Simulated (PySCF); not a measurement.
# A small calculation by hand: chemical shift, span and skew from a shielding tensor

CH₇NSi₃, SMILES [SiH3][Si@H]1N=C[SiH2]1. Atoms are numbered in the order given.

```xyz
12

Si     2.2159     0.7724     0.0489
Si     0.3763    -0.6831     0.1997
N     -0.8281    -0.0909     1.4500
C     -1.8558     0.2277     0.7223
Si    -1.5236    -0.2373    -1.1309
H      1.7156     2.1696    -0.2011
H      3.0361     0.7590     1.3109
H      3.0889     0.3550    -1.1056
H      0.8248    -2.0989     0.4596
H     -2.7590     0.6759     1.2043
H     -2.3627    -1.3844    -1.6382
H     -1.5714     0.8667    -2.1600
```
Charge 0, spin multiplicity 1.

Geometry: PBE-D3(BJ)/def2-SVP. The structure was generated by enumeration; whether it is a known compound was not checked.

GIAO shieldings from PBE/pcSseg-1 run with PySCF, non-relativistic, no solvent. The symmetric part of the tensor of Si5 has the principal values 252.1, 355.2, 489.8 ppm. The same nucleus in TMS has σ = 335.4 ppm at this level (PySCF, at its B3LYP-D3(BJ)/def2-TZVP geometry).

Q: Work out the isotropic shielding, the ²⁹Si shift against TMS, the span and the skew.

A: 
σ(iso) = (σ11 + σ22 + σ33)/3 = 365.7 ppm. δ = σ(ref) − σ(iso) = 335.4 − (365.7) = -30.3 ppm.
Span Ω = σ33 − σ11 = 237.7 ppm. Skew κ = 3(σ(iso) − σ22)/Ω = 0.13. Tumbling in solution averages the tensor to δ; in a static solid the shielding alone would spread this spin-1/2 line over Ω.
